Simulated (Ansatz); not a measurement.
CH2Cl2FGa (`F[CH](Cl)[GaH][Cl]`), 7 atoms. Total charge 0; spin multiplicity 1. Correlated methods include outer-core shells of Ga, which these sets cover unevenly. Scalar relativity is left out up to krypton. All runs use 4 threads of an AMD EPYC 9R45 on a shared host. Correlated methods freeze the cores.

(1) How many basis functions does each run have, and how long does it take in Ansatz? RHF-CCSD(T)/def2-TZVPP energy; direct RPA on PBE orbitals/def2-TZVPP energy; RKS B3LYP-D4/def2-TZVPP energy and forces; RHF-CCSD(T)/def2-SVP energy; RKS HSE06 (plane-wave form)-D4/def2-TZVPP energy; RKS ωB97M-V/def2-QZVPP energy; RKS PBE0-D4/def2-TZVP frequencies; RKS ωB97M-V/def2-SVP energy; RKS PBE0-D4/def2-QZVPP energy; RHF-MP2/def2-QZVPP energy; RKS SPW92 (LDA)/def2-TZVPP energy; RKS PBE0-D4/def2-TZVP relaxation (12 steps). (An estimate is asked.)

Answers

(1) Ansatz gave: Other jobs shared the machine, so times are rough.

```tsv
level	job	functions	wall time	peak host memory (GiB)
RKS SPW92 (LDA)/def2-TZVPP	energy	222	0.5 s	0.32
RKS HSE06 (plane-wave form)-D4/def2-TZVPP	energy	222	1.3 s	0.8
direct RPA on PBE orbitals/def2-TZVPP	energy	222	1.5 s	0.49
RKS B3LYP-D4/def2-TZVPP	energy and forces	222	1.6 s	0.76
RKS ωB97M-V/def2-SVP	energy	106	1.6 s	0.37
RHF-CCSD(T)/def2-SVP	energy	106	1.9 s	0.45
RKS PBE0-D4/def2-QZVPP	energy	403	3.1 s	1.7
RHF-MP2/def2-QZVPP	energy	403	6 s	2
RKS ωB97M-V/def2-QZVPP	energy	403	6 s	2
RKS PBE0-D4/def2-TZVP	relaxation (12 steps)	196	17 s	0.65
RHF-CCSD(T)/def2-TZVPP	energy	222	37 s	3.5
RKS PBE0-D4/def2-TZVP	frequencies	196	43 s	0.64
```

B3LYP here is the variant with VWN-RPA as its local correlation; programs differ in this.
